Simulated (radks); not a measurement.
Spherical jellium clusters: N electrons in a uniform positive sphere of charge N and radius rs N^(1/3), rs = 4.34 bohr. Method: non-relativistic Kohn-Sham, LDA (Slater exchange, Perdew-Wang correlation), spin-polarised, spherical densities; computed with a radial shooting solver with Libxc functionals. Levels are named by radial order and angular momentum (1s, 1p, 1d, 2s, ...), and open shells are averaged over m.

N = 3, configuration 1s2 1p(up 1, down 0). This is the lowest configuration that the search found. Occupied and some empty levels:

level    occupation  eigenvalue (eV)  <r> (bohr)
1s up             1          -3.7009       4.620
1s down           1          -3.4150       4.599
1p up             1          -2.0698       6.122
1p down           0          -1.7782       6.250
2s up             0         -0.59145       9.661
1d up             0         -0.48297       8.456
2s down           0         -0.47855       10.24
1d down           0         -0.28166       9.159

Energy (eV): total -4.49185, kinetic 4.5378, external -44.771, Hartree 21.582, exchange-correlation -9.3160, background 23.475.

Electron density:

r (bohr)  n(r) (e/bohr^3)
0.499            0.004593
1.33             0.004459
2.17             0.004163
3.00             0.003664
3.84             0.002972
4.67             0.002175
5.51             0.001419
6.34            0.0008288
7.17            0.0004442
8.01            0.0002257
8.84            0.0001105
9.68           0.00005290
10.5           0.00002499
